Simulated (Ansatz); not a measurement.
Harmonic frequencies (cm⁻¹) at PBE0-D4/def2-TZVP from Ansatz: 38, 66, 79, 271, 534, 615, 636, 716, 734, 784, 896, 925, 969, 1121, 2174, 2212, 2263, 2275.

Each molecule was computed in one conformer, which needn't be the lowest.

Problem. Which molecule is it?
A. `O[Si]([SiH3])Cl`•
B. `[SiH3]O[SiH]Cl`•
C. `O[Si](O)(O)[S]`•
D. `[SiH2]O[SiH2]Cl`•

Solution. D.
